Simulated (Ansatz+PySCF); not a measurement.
The numbers below are computed, except where a source is named.
A run of PySCF 2.14.0 on quartet FeH at this shape:

```json
{"atom": "Fe", "x (Å)": "0.0000", "y (Å)": "0.0000", "z (Å)": "0.0000"}
{"atom": "H", "x (Å)": "0.0000", "y (Å)": "0.0000", "z (Å)": "1.6100"}
```

Its results:

```
Converged                       : yes
Total energy                    : -1262.78557 hartree
Spin squared of the determinant : 4.717
Cycles                          : 16
```

Q: Which input gives this output? Name the method, the orbitals and the basis set, and write the input.

A: UHF in def2-SVP.

```python
from pyscf import gto, scf

mol = gto.M(atom="""
Fe 0.000000 0.000000 0.000000
H 0.000000 0.000000 1.610000
""", basis='def2-svp', charge=0, spin=3)
mf = scf.UHF(mol)
mf.kernel()
print(mf.converged, mf.e_tot, mf.spin_square()[0])
```

This is not the lowest solution: another run reaches a determinant 0.14 eV lower. Caution: another spin multiplicity may lie lower; the unrestricted determinant is a mixture of spin states.
